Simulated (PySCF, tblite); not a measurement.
Isomers of C8H16O. All values are computed: GFN2-xTB (tblite) harmonic vibrations without scaling, gas phase. This tight-binding method is rough: wavenumbers can miss measured ones by several per cent, in bad cases by 10 to 20. One conformer each.

Electronic energies: PBE0/pcSseg-1 single points on the GFN2-xTB geometries (PySCF, gas phase).

```tsv
SMILES	electronic energy, lowest = 0 (kJ/mol)
C=CCCOC(C)(C)C	80.2
COCC1CCCCC1	0.0
CCC[C@H](C=O)C(C)C	7.0
CC[C@@H]1C[C@@]1(CC)CO	63.6
```

Q: How do GFN2-xTB zero-point energies change the relative energies?

A: 
| SMILES | ZPE (kJ/mol) | of it from modes above 1550 cm⁻¹ | electronic (kJ/mol) | with ZPE, lowest = 0 (kJ/mol) | lowest mode (cm⁻¹) | rings |
| --- | --- | --- | --- | --- | --- | --- |
| COCC1CCCCC1 | 596.2 | 282.2 | 0.0 | 2.9 | 66 | 1 |
| CCC[C@H](C=O)C(C)C | 586.4 | 296.9 | 7.0 | 0.0 | 34 | 0 |
| CC[C@@H]1C[C@@]1(CC)CO | 588.8 | 291.3 | 63.6 | 59.0 | 69 | 1 |
| C=CCCOC(C)(C)C | 580.5 | 299.6 | 80.2 | 67.4 | 12 | 0 |

The zero-point energies span 15.7 kJ/mol, from `C=CCCOC(C)(C)C` to `COCC1CCCCC1`. With it `CCC[C@H](C=O)C(C)C` becomes the lowest.

Q: And how do the electronic energies of GFN2-xTB itself compare?

A: `COCC1CCCCC1` 0.0; `CCC[C@H](C=O)C(C)C` 72.3; `CC[C@@H]1C[C@@]1(CC)CO` 90.8; `C=CCCOC(C)(C)C` 122.7 kJ/mol, lowest = 0. Against the energies above, taken from the same isomer `COCC1CCCCC1`, the largest difference is 65.3 kJ/mol.

Q: What do entropy and thermal enthalpy add at 298.15 K and 1 bar (rigid rotor, harmonic oscillator, one conformer each)?

A: 
| SMILES | point group | symmetry number | S (J/(mol K)) | H − H(0) (kJ/mol) | ZPE + H − H(0) − TS (kJ/mol) |
| --- | --- | --- | --- | --- | --- |
| COCC1CCCCC1 | C1 | 1 | 401.2 | 27.92 | 504.5 |
| CCC[C@H](C=O)C(C)C | C1 | 1 | 449.5 | 33.42 | 485.7 |
| CC[C@@H]1C[C@@]1(CC)CO | C1 | 1 | 426.9 | 31.65 | 493.1 |

Not tabulated: `C=CCCOC(C)(C)C` (lowest mode only 12 cm⁻¹).
